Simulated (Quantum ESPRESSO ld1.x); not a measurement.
Question: These are the eigenvalues of the occupied orbitals of an atom or ion with whole-number occupations (eV). All-electron calculation, Dirac Kohn-Sham, PW91, spin-unpolarised, spherical densities, point nucleus. Program: ld1.x of Quantum ESPRESSO 7.5.

1s1/2: -83106.0
2s1/2: -14758.8
2p1/2: -14160.4
2p3/2: -12211.8
3s1/2: -3540.74
3p1/2: -3271.71
3p3/2: -2840.08
3d3/2: -2395.55
3d5/2: -2303.09
4s1/2: -818.124
4p1/2: -702.859
4p3/2: -598.598
4d3/2: -410.455
4d5/2: -391.021
5s1/2: -168.241
4f5/2: -148.885
4f7/2: -144.686
5p1/2: -129.969
5p3/2: -111.262
5d3/2: -58.4741
5d5/2: -56.2531

Which element is it, and in what charge state? The configuration may be excited. Open shells, if any, fill j = l - 1/2 first.

Answer: Z = 80, mercury, charge +4: Hg4+ in [Xe] 4f14 5d8. The list shows which subshells hold electrons but not how many an open one holds; the 1s level, -3054.1 hartree, gives Z - s = 78.2 by -(Z - s)^2/2, which with screening and relativity narrows Z to a few neighbours, and the depths of the outer levels then fix element, charge and occupations together.
